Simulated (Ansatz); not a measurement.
Rh4⁻. The state is a doublet with charge -1. Geometry r2SCAN-D4/def2-SVPD; atoms count from 1.

```tsv
atom	x (Å)	y (Å)	z (Å)
Rh1	1.301	0.207	-0.677
Rh2	-1.063	0.821	-0.625
Rh3	-0.389	-1.485	-0.165
Rh4	0.151	0.458	1.467
```

In the def2 sets Rh takes a core potential; there is no spin–orbit coupling. The charge -1 doublet is spin-contaminated (final ⟨S²⟩ up to 2.32, 0.75 for a pure state). The highest occupied level of the charge -1 doublet lies above zero (up to 0.46 eV). It is a level of α spin, whose loss leaves a singlet; that state wasn't run at this geometry and level. The electron is either unbound and held by the finite basis, or the level is raised by self-interaction error. No other spin state of charge -1 was run. The geometry of the doublet was relaxed on an unsound state (⟨S²⟩ 2.00, where a pure state has 0.75). Another isomer (quartet) lies 0.32 eV lower at PBE-D4/def2-TZVPD; other spin states weren't run for this one.

(1) Estimate the Mulliken populations from the PBE0/def2-TZVPD orbitals of Ansatz.

(2) Where does the spin sit?

(3) And the Mayer bond orders between bonded heavy atoms (over 0.3)?

Answers

(1) 
```tsv
atom	charge (e)	spin (α − β)	d electrons
Rh1	-0.21	-0.34	8.33
Rh2	-0.27	1.02	8.24
Rh3	-0.24	-0.90	8.30
Rh4	-0.27	1.21	8.23
```
Mulliken values and Mayer orders depend strongly on the basis. With diffuse functions, as here, like atoms can get unlike values, and bond orders can come out too low or too high.

(2) Summed by element: Rh 1.00, of 1 unpaired in all. Largest on single atoms: Rh4 1.21, Rh2 1.02, Rh3 -0.90.

(3) Rh1–Rh2 0.91 (2.44 Å); Rh1–Rh3 0.98 (2.45 Å); Rh1–Rh4 0.88 (2.45 Å); Rh2–Rh3 0.86 (2.45 Å); Rh2–Rh4 1.09 (2.45 Å); Rh3–Rh4 0.73 (2.59 Å).
